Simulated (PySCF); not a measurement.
Compound: C6H3FNP.
Structure used (PBE0-D3(BJ)/def2-SVP), in Å, numbered top down from 1:
```xyz
12
C6H3FNP angstrom
N      3.482   -1.409   -0.709
C      2.399   -1.050   -0.495
C      1.062   -0.613   -0.231
C      0.836    0.759   -0.070
C     -0.424    1.291    0.186
C     -1.567    0.503    0.305
C     -1.537   -0.878    0.178
F     -2.696   -1.522    0.315
P     -0.146   -1.885   -0.145
H      1.690    1.436   -0.150
H     -0.522    2.372    0.299
H     -2.537    0.967    0.507
```

Definitions: NICS(0) = −σiso at the ring centroid; NICS(1) = −σiso and NICS(1)zz = −σzz at ±1 Å along the ring normal z. Level: GIAO HF/pcSseg-1 (PySCF, non-relativistic, gas phase) on the PBE0-D3(BJ)/def2-SVP geometry, one conformer.

Ring bond lengths (Å): C3–C4 1.400, C4–C5 1.391, C5–C6 1.393, C6–C7 1.387, C7–P9 1.747, P9–C3 1.756.

Problem. Give the NICS values of each ring in ppm.

Solution. 
```json
{"ring": "C3–C4–C5–C6–C7–P9", "type": "6-membered ring with P; formal bonds all aromatic", "NICS(0)": "-10.7", "NICS(1), two faces": "-11.9 / -11.9", "NICS(1)zz, two faces": "-27.9 / -27.9", "rms pucker (Å)": "0.00", "centre to ring atoms, mean (Å)": "1.50"}
```

Problem. What do they say, and how far can they be read as aromaticity?

Solution. 
- C3–C4–C5–C6–C7–P9: mean NICS(1)zz -27.9 ppm, shielded.

Problem. What does the geometric index give? HOMA = 1 − mean of α(R − Ropt)² over the ring bonds, with Krygowski's 1993 parameters (CC: Ropt 1.388 Å, α 257.7 Å⁻²; CP: Ropt 1.698 Å, α 118.91 Å⁻²).

Solution. 
- C3–C4–C5–C6–C7–P9: HOMA 0.88; the largest term is that of P9–C3, α(R − Ropt)² = 0.40.

Problem. How do the values depend on the level or the medium?

Solution. 
```json
{"level": "HF/pcSseg-1, gas", "NICS(0), C3–C4–C5–C6–C7–P9": "-10.7", "mean NICS(1)zz, C3–C4–C5–C6–C7–P9": "-27.9"}
{"level": "PBE0/pcSseg-1, gas", "NICS(0), C3–C4–C5–C6–C7–P9": "-9.2", "mean NICS(1)zz, C3–C4–C5–C6–C7–P9": "-25.0"}
{"level": "PBE0/pcSseg-1, IEF-PCM dichloromethane", "NICS(0), C3–C4–C5–C6–C7–P9": "-9.2", "mean NICS(1)zz, C3–C4–C5–C6–C7–P9": "-25.1"}
{"level": "PBE0/pcSseg-1, IEF-PCM dimethylsulfoxide", "NICS(0), C3–C4–C5–C6–C7–P9": "-9.2", "mean NICS(1)zz, C3–C4–C5–C6–C7–P9": "-25.1"}
```

The geometry is the same throughout; the continuum's cavity takes Bondi-type radii × 1.2.
